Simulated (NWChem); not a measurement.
System: C₂H₂FI; SMILES F/C=C\I

Program: NWChem. Pople sets run with spherical d functions. All runs use the structure optimised with PBE-D3(BJ)/def2-SVP (def2 core potentials past Kr).

Question: Order these by “dipole (D)”, lowest first: PBE0/6-311G**, non-relativistic; PBE0/3-21G, non-relativistic; PBE0/STO-3G, non-relativistic.

Answer: PBE0/STO-3G, non-relativistic (1.75), PBE0/3-21G, non-relativistic (1.95), PBE0/6-311G**, non-relativistic (2.01)
